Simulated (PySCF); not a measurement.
Isomers of C6H6FN. The calculation used TDDFT PBE0/def2-SVPD, vertical, gas phase, core orbitals frozen in the response (PySCF 2.14.0, density-fitted response routines). Geometries: GFN2-xTB; one conformer of each isolated species. Triplets are in the Tamm–Dancoff approximation.

A. `C=C1C[C@@]1(C#N)CF`
B. `Cc1ccc(F)cn1`
C. `C#C[C@@H]1C=NC[C@H]1F`

Lowest singlet levels (six at most, fewer where fewer were computed) with oscillator strengths:

1. 254 nm (f 0.003); 232 nm (f 0.061); 228 nm (f 0.000); 198 nm (f 0.085); 176 nm (f 0.000); 170 nm (f 0.509); T1 4.11 eV
2. 235 nm (f 0.003); 195 nm (f 0.001); 187 nm (f 0.002); 185 nm (f 0.029); 174 nm (f 0.005); 172 nm (f 0.003); T1 4.43 eV
3. 192 nm (f 0.005); 179 nm (f 0.024); 169 nm (f 0.340); 167 nm (f 0.023); 164 nm (f 0.035); 159 nm (f 0.028); T1 4.42 eV

**Question.** Match each spectrum to its molecule.

**Answer.** 1 = B, 2 = C, 3 = A.
- A: S1 at 6.44 eV, HOMO-1→LUMO (82%), HOMO→LUMO (13%); Löwdin shares by element: HOMO carbon 75% or more, nitrogen 6% (atoms not listed hold the other 19%); LUMO carbon 65% or more, hydrogen 6% or more (atoms not listed hold the other 30%); HOMO -8.52 and LUMO -0.86 eV.
- B: S1 at 4.89 eV, HOMO-1→LUMO (99%); Löwdin shares by element: HOMO carbon 67% or more (atoms not listed hold the other 33%); LUMO carbon 56% or more, nitrogen 20% (atoms not listed hold the other 24%); HOMO -7.36 and LUMO -1.03 eV; point group Cs, 2 of its 6 listed states under f = 0.0005.
- C: S1 at 5.28 eV, HOMO→LUMO (92%); Löwdin shares by element: HOMO nitrogen 40%, carbon 33% or more (atoms not listed hold the other 26%); LUMO carbon 39% or more, nitrogen 34%, hydrogen 6% or more (atoms not listed hold the other 21%); HOMO -7.58 and LUMO -0.50 eV.
